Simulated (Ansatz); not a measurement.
One change: `O=CC(F)S` becomes `[CH3][Zn][CH](F)S`.

Ansatz, PBE0-D4/def2-TZVP geometries, multiplicity 1. Each molecule was computed in one conformer, which needn't be the lowest.

Scalar relativity is left out up to krypton.

```json
{"property": "LUMO energy (PBE/def2-TZVPP) / eV", "`O=CC(F)S`": "-2.91"}
{"property": "HOMO energy (B3LYP/def2-TZVPP) / eV", "`O=CC(F)S`": "-7.51"}
{"property": "size of the dipole moment (ωB97M-V/def2-TZVPP) / D", "`O=CC(F)S`": "1.36"}
{"property": "HOMO–LUMO gap (PBE0/def2-TZVPP) / eV", "`O=CC(F)S`": "6.04"}
{"property": "LUMO energy (B3LYP/def2-TZVPP) / eV", "`O=CC(F)S`": "-1.99"}
{"property": "LUMO energy (PBE0/def2-TZVPP) / eV", "`O=CC(F)S`": "-1.71"}
```

Q: Give the same properties after the change, and the shifts. (Best estimate.)

A: Computed: 
| property | `[CH3][Zn][CH](F)S` | shift |
| --- | --- | --- |
| LUMO energy (PBE/def2-TZVPP) / eV | -1.34 | 1.57 |
| HOMO energy (B3LYP/def2-TZVPP) / eV | -6.72 | 0.79 |
| size of the dipole moment (ωB97M-V/def2-TZVPP) / D | 2.16 | 0.80 |
| HOMO–LUMO gap (PBE0/def2-TZVPP) / eV | 6.36 | 0.32 |
| LUMO energy (B3LYP/def2-TZVPP) / eV | -0.84 | 1.15 |
| LUMO energy (PBE0/def2-TZVPP) / eV | -0.57 | 1.14 |

With PBE0 the HOMO rises by 0.84 eV and the LUMO rises by 1.14 eV, so the gap widens by about 0.30 eV. PBE moves the HOMO by 0.69 eV and ωB97M-V by 0.92 eV. Dipoles are sizes alone; their direction can turn.

B3LYP here is the variant with VWN-RPA as its local correlation; programs differ in this.
